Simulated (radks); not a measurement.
Initial-state core-level shifts of neutral potassium when its valence configuration changes from [Ar] 4s1. Calculated with a radial shooting solver on a logarithmic mesh with Libxc functionals: non-relativistic Kohn-Sham, LDA (Slater exchange, Perdew-Wang correlation), spin-polarised, spherical densities, point nucleus; open shells are filled with parallel spins first. Shifts are changes of the shell-averaged eigenvalues in eV (positive: less bound); the change of the density at the nucleus, which sets a Mossbauer isomer shift, is in e/bohr^3, on a base of 4516.

valence,1s,2s,3s,3p,density at nucleus
4s0.5 4p0.5,-0.749,-0.751,-0.746,-0.735,-0.5419
3d0.5 4s0.5,-0.865,-0.816,-0.799,-0.799,-0.5240
3d1,-1.404,-1.285,-1.258,-1.265,-1.1308
4p1,-1.473,-1.478,-1.468,-1.444,-1.1179
